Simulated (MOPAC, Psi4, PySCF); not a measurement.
Relaxed torsion scan: C₆H₁₀, SMILES C1CC1C1CC1. Scanned: dihedral C1–C3–C4–C5; all other coordinates were relaxed at GFN2-xTB. Heavy atoms are numbered in the order of the SMILES C1CC1C1CC1, hydrogens after them in the order of the atoms that carry them; the mirror image has the same energies with the sign of each dihedral reversed.

- AM1, restricted, heats of formation // GFN2-xTB (MOPAC)
- RHF/6-31G* = PySCF with restricted Hartree-Fock/6-31G*, spherical d, density fitting // GFN2-xTB
- RHF/STO-3G = restricted Hartree-Fock/STO-3G // GFN2-xTB in PySCF
- wB97X-D/def2-TZVP // GFN2-xTB (Psi4)

Energies relative to the lowest point of each profile, in mEh; the last columns give the difference from wB97X-D:

| φ / ° | AM1 | RHF/6-31G* | RHF/STO-3G | wB97X-D/def2-TZVP | AM1 − wB97X-D/def2-TZVP | RHF/6-31G* − wB97X-D/def2-TZVP | RHF/STO-3G − wB97X-D/def2-TZVP |
|---|---|---|---|---|---|---|---|
| -165 | 1.8 | 1.5 | 2.6 | 1.7 | 0.1 | -0.2 | 0.9 |
| -150 | 2.2 | 0.5 | 2.0 | 0.7 | 1.4 | -0.2 | 1.3 |
| -135 | 2.3 | 0.2 | 1.5 | 0.1 | 2.2 | 0.2 | 1.4 |
| -120 | 2.2 | 1.0 | 1.4 | 0.1 | 2.1 | 0.8 | 1.3 |
| -105 | 2.6 | 3.2 | 2.5 | 1.8 | 0.8 | 1.3 | 0.7 |
| -90 | 3.8 | 6.4 | 4.7 | 4.6 | -0.8 | 1.8 | 0.0 |
| -75 | 4.7 | 8.0 | 5.8 | 6.4 | -1.7 | 1.7 | -0.6 |
| -60 | 4.3 | 6.8 | 5.0 | 5.2 | -0.9 | 1.6 | -0.2 |
| -45 | 3.2 | 4.1 | 3.2 | 2.8 | 0.4 | 1.3 | 0.4 |
| -30 | 2.3 | 1.6 | 1.7 | 0.6 | 1.7 | 1.0 | 1.1 |
| -15 | 2.2 | 0.5 | 1.4 | 0.0 | 2.2 | 0.5 | 1.4 |
| 0 | 2.2 | 0.4 | 1.8 | 0.4 | 1.8 | 0.0 | 1.4 |
| 15 | 2.0 | 1.0 | 2.4 | 1.2 | 0.7 | -0.2 | 1.1 |
| 30 | 1.6 | 2.0 | 2.8 | 2.1 | -0.5 | -0.1 | 0.7 |
| 45 | 1.5 | 3.0 | 3.1 | 3.1 | -1.6 | -0.1 | 0.0 |
| 60 | 1.3 | 3.1 | 2.8 | 3.3 | -1.9 | -0.2 | -0.5 |
| 75 | 0.9 | 2.1 | 1.8 | 2.4 | -1.5 | -0.3 | -0.6 |
| 90 | 0.4 | 0.8 | 0.7 | 1.2 | -0.9 | -0.5 | -0.6 |
| 105 | 0.0 | 0.0 | 0.0 | 0.6 | -0.6 | -0.6 | -0.6 |
| 120 | 0.1 | 0.2 | 0.2 | 0.7 | -0.7 | -0.5 | -0.5 |
| 135 | 0.5 | 1.3 | 1.1 | 1.7 | -1.2 | -0.4 | -0.6 |
| 150 | 1.0 | 2.6 | 2.3 | 2.9 | -1.8 | -0.3 | -0.6 |
| 165 | 1.4 | 3.2 | 3.0 | 3.3 | -1.9 | -0.1 | -0.3 |
| 180 | 1.5 | 2.7 | 3.0 | 2.7 | -1.2 | -0.1 | 0.3 |

AM1 is furthest from wB97X-D/def2-TZVP at -15 (2.2 mEh, above); its mean absolute difference over the points is 1.3 mEh.

RHF/6-31G* is furthest from wB97X-D/def2-TZVP at -90 (1.8 mEh, above); its mean absolute difference over the points is 0.6 mEh.

RHF/STO-3G is furthest from wB97X-D/def2-TZVP at -135 (1.4 mEh, above); its mean absolute difference over the points is 0.7 mEh.
